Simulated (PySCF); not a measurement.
Task: Give a PBE0-D3(BJ)/def2-SVP geometry of `Br[B-](Br)(Br)Br`. (Charge -1.)

Result: 
```xyz
5
BBr4 angstrom
Br    -1.3250   -0.8349    1.3557
B      0.0188   -0.0138    0.0781
Br     1.5605    0.7744    1.1335
Br    -0.8800    1.4540   -0.9946
Br     0.7187   -1.4393   -1.1814
```

Any rigid rotation of these coordinates is as good. Atoms count from 1 in this order. All 4 B–Br bonds measure 2.027 to 2.028 Å. B2 (four-coordinate boron) is tetrahedral (angles from 109.3° to 109.6°).

Bonds between heavy atoms (Å): Br1–B2 2.028, B2–Br3 2.028, B2–Br4 2.028, B2–Br5 2.027.

The calculation used PySCF, PBE0-D3(BJ)/def2-SVP geometry optimisation, gas phase.

Point group: Td (tolerance 0.08 Å). Whether it is a minimum is left open (no frequencies). The geometry's basis has no diffuse functions, a weakness for an anion.

***

Write a Z-matrix for InChI=1S/BH5N2/c2-1-3/h1H,2-3H2 as optimised with PBE0-D3(BJ)/def2-SVP.

Z-matrix in Å and degrees, rows numbered from 1:
```
N 
B   1  1.4116
N   2  1.4117  1  123.39
H   1  1.0108  2  124.50  3     0.03
H   1  1.0085  2  121.86  3   179.86
H   2  1.2138  1  118.30  3  -179.99
H   3  1.0108  2  124.43  1     0.28
H   3  1.0084  2  121.90  1   179.73
```

B2 (three-coordinate boron) is planar (angles 123.4°, 118.3° and 118.3°, sum 360.0°, 0.00 Å off the plane of its three neighbours). N1 (boron-bound nitrogen) is planar (angles 124.5°, 121.9° and 113.6°, sum 360.0°, 0.00 Å off the plane of its three neighbours).

Level of theory: PBE0-D3(BJ)/def2-SVP geometry optimisation, gas phase in PySCF 2.14.0.

Point group: C2v (tolerance 0.08 Å). No PBE0-D3(BJ)/def2-SVP frequencies stand behind this structure, so it isn't proved a minimum.
